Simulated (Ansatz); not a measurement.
Reaction (atomization): `[I][Al]1[CH2][CH2]1` → Al• + 2 C• + 4 H• + I•

Program: Ansatz. Geometries: PBE0-D4/def2-TZVP. ΔE: electronic, gas phase. CBS: MP2 limit from def2 TZ/QZ plus the TZ coupled-cluster correction, frozen cores. This one scheme is used for every species, atoms too. Open shells (•) are unrestricted, without spin–orbit coupling. Spin–orbit coupling would lower the free atoms: a little for Al, C; strongly for I. Elements past krypton have def2 core potentials. Bonds to I are less sure, by a few kJ/mol each and by 10 to 20 or more in all where they break to atoms, as the def2 sets lack core-valence functions.

| species | HF/CBS(def2) energy (Eh) |
| --- | --- |
| `[I][Al]1[CH2][CH2]1` | -616.68767 |
| Al• | -241.88154 |
| C• | -37.69379 |
| H• | -0.50000 |
| I• | -296.65989 |

Problem. Work out ΔE.

Solution. ΔE = 4 × (-0.50000) + 2 × (-37.69379) + (-241.88154) + (-296.65989) − (-616.68767) = 0.75866 Eh = +476.1 kcal/mol. CCSD(T)/CBS gives +651.6 kcal/mol.

Largest T1 diagnostic among the species: 0.018.

Leaving LDA and LC-ωPBE aside and taking each functional with its dispersion term where it has one, the values, not all of them listed here, spread over 33.1 kcal/mol, from BHLYP-D4 to PBE-D4. LDA lies +82.4 kcal/mol from PBE without D4, its usual overbinding. From r2SCAN to r2SCAN0 (25 % exact exchange), in def2-TZVPP and without D4, ΔE moves by −8.5 kcal/mol: exact exchange takes away binding that semilocal exchange gives to molecules.

For atomizations the MP2-based limit and the directly extrapolated one differ by several kJ/mol either way, and by 10 to 25 for some Ge, Se and Sn compounds, so smaller differences from it don't rank the levels.
